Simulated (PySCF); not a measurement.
Al(F)(H)(SeH) (AlFH2Se), SMILES [F][AlH][SeH]. Geometry optimised at B3LYP-D3(BJ)/def2-TZVP. Other conformers were not sampled.

TDDFT-B3LYP/def2-SVPD run with PySCF 2.14.0 puts the lowest singlet excitations at 5.38, 5.53, 5.67, 6.07, 6.54, 6.82 eV.

### Question
What are the lowest excitation roots from ADC(2)/aug-cc-pVDZ (PySCF)? (The exact figures need the calculation; the answer reports its results.)

### Answer
5.85, 5.92, 6.19, 6.58, 7.10, 7.74 eV. S1 differs by 0.47 eV (second minus first; roots are paired by order, and the bases may differ).
